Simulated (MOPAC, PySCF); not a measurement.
Constitutional and geometric isomers with formula H4O2Si2. Isolated molecules, 0 K electronic values unless said otherwise. One relaxed conformer stands for each flexible species; it need not be the lowest. Strings in code marks are SMILES.

Quantity: electronic energy of isomers of H4O2Si2 relative to `O=[SiH]O[SiH3]` (O–Si–O–Si torsion 1°), in eV. Semi-empirical values (MOPAC) are differences of heats of formation.

Level 1: r2SCAN-D4/def2-TZVP (PySCF)
Level 2: PBE/6-31G* // r2SCAN-D4/def2-TZVP (PySCF)
Level 3: HF/3-21G // r2SCAN-D4/def2-TZVP (PySCF)
Level 4: PM3 // r2SCAN-D4/def2-TZVP (MOPAC)

```csv
species,level 2,level 3,level 4
"`O[Si](O)=[SiH2]` (H–O–Si–Si torsion -19°, Si–Si–O–H torsion -165°)",1.16,1.03,0.86
"`O/[SiH]=[SiH]/O` (H–O–Si–Si torsion -58°, Si–Si–O–H torsion 58°)",1.67,1.64,0.94
"`O/[SiH]=[SiH]\O` (H–O–Si–Si torsion 52°, Si–Si–O–H torsion -118°)",1.65,1.58,1.00
"`O=[SiH][SiH2]O` (O–Si–Si–O torsion 180°, Si–Si–O–H torsion 180°)",1.32,1.94,1.46
`O=[Si](O)[SiH3]` (Si–Si–O–H torsion 0°),0.78,1.62,0.93
```

### Question
What does level 1 give for each, and how far do the other levels lie from it on average?

### Answer

- `O[Si](O)=[SiH2]` (H–O–Si–Si torsion -19°, Si–Si–O–H torsion -165°): 1.32
- `O/[SiH]=[SiH]/O` (H–O–Si–Si torsion -58°, Si–Si–O–H torsion 58°): 1.94
- `O/[SiH]=[SiH]\O` (H–O–Si–Si torsion 52°, Si–Si–O–H torsion -118°): 1.90
- `O=[SiH][SiH2]O` (O–Si–Si–O torsion 180°, Si–Si–O–H torsion 180°): 1.56
- `O=[Si](O)[SiH3]` (Si–Si–O–H torsion 0°): 0.99
Mean absolute difference from level 1, which has limits of its own, over these rows (drawn at random from the members that have all these levels): level 2 0.225 eV, level 3 0.385 eV, level 4 0.50 eV.
